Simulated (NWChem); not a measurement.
C₅H₄; SMILES C#CC=C=C

Q: Give the equilibrium geometry at B3LYP/6-31G* (spherical d) (NWChem) as a list of bonds and angles, with the point group.

A: point group Cs; any orientation.
Bond lengths (Å): C1–C2 1.210, C1–H6 1.066, C2–C3 1.426, C3–C4 1.319, C3–H7 1.092, C4–C5 1.303, C5–H8 1.089, C5–H9 1.089. Angles (°): C2–C1–H6 179.0, C1–C2–C3 178.2, C2–C3–C4 124.1, C2–C3–H7 117.2, C4–C3–H7 118.8, C3–C4–C5 179.5, C4–C5–H8 121.6, C4–C5–H9 121.6, H8–C5–H9 116.8.
